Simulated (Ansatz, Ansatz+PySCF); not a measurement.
```tsv
atom	x (Å)	y (Å)	z (Å)
H	0.0000	0.0000	-1.5530
C	0.0000	0.0000	-0.4767
C	0.0000	0.0000	0.7355
```

Basis set: def2-SVP (spherical functions). Correlated methods keep 2 orbitals frozen. Correlation on ROHF uses semicanonical orbitals with singles. Charge 0, multiplicity 2.

Computed with Ansatz (development build ahead of 0.2.0); each method stands on the lowest determinant of its kind that the runs found. Restricted functionals stand beside restricted open-shell atoms, which can lie above the unrestricted atoms usual in DFT and then raise those values.

(1) Give the atomization energy at this shape (free ground-state atoms in the same class of orbitals less the molecule, no zero-point energy) of doublet C2H by ωB97X (unrestricted), ωB97X (restricted open-shell), r²SCAN (unrestricted), r²SCAN (restricted open-shell), PBE0 (unrestricted), PBE (unrestricted), ROHF-CCSD(T), UHF-CCSD(T), ROHF-MP2, UHF-MP2, UHF, ROHF.

Results:

(1)

```csv
method,atomization energy
ωB97X (unrestricted),11.37 eV
ωB97X (restricted open-shell),11.43 eV
r²SCAN (unrestricted),11.63 eV
r²SCAN (restricted open-shell),11.66 eV
PBE0 (unrestricted),11.67 eV
PBE (unrestricted),12.10 eV
ROHF-CCSD(T),11.04 eV
UHF-CCSD(T),11.01 eV
ROHF-MP2,11.32 eV
UHF-MP2,10.80 eV
UHF,8.25 eV
ROHF,8.01 eV
```

Caution for UHF-CCSD(T), UHF-MP2, UHF: the unrestricted determinant is spin contaminated.
